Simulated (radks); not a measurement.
Values are calculated unless marked as measured or tabulated.
All-electron atom: Hf4+ in [Xe] 4f14 (the NIST ground configuration). Level of theory: scalar-relativistic Kohn-Sham, BLYP, spin-polarised, spherical densities, point nucleus (a radial shooting solver on a logarithmic mesh with Libxc functionals).

Local quantities along the radius. ELF = 1/(1 + alpha^2) is the electron localisation function; alpha = (tau - tau_W)/tau_unif compares the Pauli kinetic energy density with that of the uniform gas (summed over spins). tau is taken from the large components.

r (bohr),ELF,alpha
0.001432,0.999,0.02520
0.00191,0.999,0.02781
0.002548,0.999,0.03204
0.003398,0.998,0.03894
0.004532,0.997,0.05066
0.006044,0.995,0.07177
0.008062,0.987,0.1131
0.01075,0.961,0.2019
0.01434,0.857,0.4080
0.01913,0.578,0.8539
0.02551,0.344,1.383
0.03403,0.406,1.209
0.04538,0.655,0.7256
0.06053,0.739,0.5947
0.08073,0.534,0.9347
0.1077,0.345,1.379
0.1436,0.595,0.8258
0.1915,0.719,0.6251
0.2555,0.365,1.319
0.3407,0.373,1.298
0.4545,0.704,0.6490
0.6061,0.602,0.8136
0.8085,0.358,1.341
1.078,0.475,1.050
1.438,0.605,0.8081
1.918,0.394,1.240
2.558,0.065,3.802
3.412,0.002,24.89
4.551,0.000,445.8

On this mesh the ELF has minima near r = 0.029, 0.11, 0.30, 0.81 bohr, which separate the shells, and maxima near 0.061 (0.74), 0.19 (0.72), 0.45 (0.70), 1.4 (0.60).

Self-consistent cycle (total energy in hartree, residual of the potential): 1: -15036.12431, 2e+01; 2: -15068.51162, 1e+01; 3: -15075.42498, 2e+00; 4: -15075.45104, 3e+00; 5: -15076.30174, 1e-01; 6: -15076.31014, 7e-02; 7: -15076.31066, 4e-02; 8: -15076.31090, 1e-02; 9: -15076.31094, 3e-04; 10: -15076.31094, 5e-05; 11: -15076.31094, 2e-05; 12: -15076.31094, 1e-06; 13: -15076.31094, 1e-08; 14: -15076.31094, 7e-09.
